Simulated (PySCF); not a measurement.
GeFCl₃, SMILES [F][Ge]([Cl])([Cl])[Cl]. Geometry optimised at PBE-D3(BJ)/def2-SVP.

Computed equilibrium geometry at PBE-D3(BJ)/def2-SVP (PySCF confirms it by a frequency run) as Cartesian coordinates in Å, and its point group:
point group C3v.
```xyz
5

F      0.0000     0.0000     1.9326
Ge     0.0000     0.0000     0.1947
Cl     1.7622     1.0174    -0.4632
Cl    -1.7622     1.0174    -0.4632
Cl     0.0000    -2.0349    -0.4632
```
